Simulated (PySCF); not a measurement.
Species: C₇H₈F₂.
Atom-mapped SMILES: `[CH2:1]=[CH:2][C:3]1=[C:4]([CH:5]([F:6])[F:7])[CH2:8][CH2:9]1` (hydrogens: H10, H11 on C1; H12 on C2; H13 on C5; H14, H15 on C8; H16, H17 on C9)

The geometry is computed with GFN2-xTB (gas phase).

(1) List the bond lengths, angles and torsions at this level.

Results:

(1) 
```
          bond  length (bohr)   order
         C1=C2          2.515  double
         C2–C3          2.712  single
         C3=C4          2.547  double
         C4–C5          2.808  single
         C5–F6          2.581  single
         C5–F7          2.563  single
         C4–C8          2.842  single
         C8–C9          2.929  single
         C3–C9          2.857  single
        C1–H10          2.036  single
        C1–H11          2.033  single
        C2–H12          2.044  single
        C5–H13          2.088  single
C8–H14, C8–H15          2.058  single
C9–H16, C9–H17          2.055  single
```

Bonds in one row agree within 0.02 bohr and their mean is given. Orders are formal, as drawn. A selection of angles:
```
     angle  degrees
 C2–C1–H10    121.5
 C2–C1–H11    121.8
H10–C1–H11    116.7
  C1–C2–C3    123.1
 C1–C2–H12    120.9
 C3–C2–H12    116.0
  C2–C3–C4    134.9
  C2–C3–C9    131.9
  C4–C3–C9     93.2
  C3–C4–C5    135.9
  C3–C4–C8     94.5
  C5–C4–C8    129.6
  C4–C5–F6    111.2
 C4–C5–H13    112.8
  F6–C5–F7    106.0
 F6–C5–H13    106.6
  C4–C8–C9     85.9
 C4–C8–H14    115.0
 C9–C8–H14    115.0
H14–C8–H15    109.2
 C8–C9–H16    114.7
  C3–C9–C8     86.4
 C3–C9–H16    114.9
H16–C9–H17    109.6
```

Torsions: C1–C2–C3–C4 180° (antiperiplanar); C2–C3–C4–C5 -1° (synperiplanar); C3–C4–C5–F6 -115° (anticlinal); C3–C4–C8–C9 0° (synperiplanar); C4–C8–C9–C3 0° (synperiplanar); C2–C3–C9–C8 180° (antiperiplanar). The mirror-image conformer, all signs reversed, is as good.

Of the pairs four or more bonds apart, F7···H12 is among the closest relative to their van der Waals radii: 2.59 Å, 97 % of the sum of Bondi's values. The C–C distances run from 1.331 Å (C1=C2, drawn double) to 1.550 Å (C8–C9, drawn single), a spread of 0.219 Å. The 4-membered ring C3–C4–C8–C9 has internal angles of 85.9° to 94.5°; it is planar, 0.00 Å rms from its mean plane, widest ring torsion 0°.

Point group: C1 (no symmetry element, even within 0.4 Å). Not checked by GFN2-xTB frequencies. The numbers are those of one conformer.
